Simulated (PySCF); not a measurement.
BiCl2, SMILES [Cl][Bi][Cl], multiplicity 2. Coordinates come from a PBE-D3(BJ)/def2-TZVP optimisation. The multiplicity is an assumed one; other spin states were not compared. The isomer is the one that the SMILES or the coordinates give; other isomers of the formula were not compared. The def2 effective core potentials stand for the cores of Bi; spin–orbit coupling is left out.

Computed equilibrium geometry at PBE-D3(BJ)/def2-TZVP (PySCF confirms it by a frequency run) as bond lengths and angles, and its point group:
point group C2v.
Atoms: Bi1 Cl2 Cl3. Bond lengths (Å): Bi1–Cl2 2.455, Bi1–Cl3 2.455. Angles (°): Cl2–Bi1–Cl3 99.9.
Charge 0, spin multiplicity 2.
